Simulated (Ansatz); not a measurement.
A calculation with Ansatz (development build ahead of 0.2.0).

```yaml
crystal:
  periodic: [false, false, false]
  atoms:
    - { symbol: Be, position_ang: [0.74, 0.74, 0.74] }
    - { symbol: Be, position_ang: [0.74, -0.74, -0.74] }
    - { symbol: Be, position_ang: [-0.74, 0.74, -0.74] }
    - { symbol: Be, position_ang: [-0.74, -0.74, 0.74] }
basis:
  gaussian: { orbitals: "6-31G" }
hamiltonian:
  xc: hf
output:
  forces: true
```

The input is written out in the form of the current development build from the run's settings.

The run gave:

| Quantity | Value |
| --- | --- |
| Converged | yes |
| Total energy | -58.33062 hartree |

Forces (eV/Å):
| atom | Fx | Fy | Fz |
| --- | --- | --- | --- |
| Be1 | -0.049 | -0.049 | -0.049 |
| Be2 | -0.049 | 0.049 | 0.049 |
| Be3 | 0.049 | -0.049 | 0.049 |
| Be4 | 0.049 | 0.049 | -0.049 |
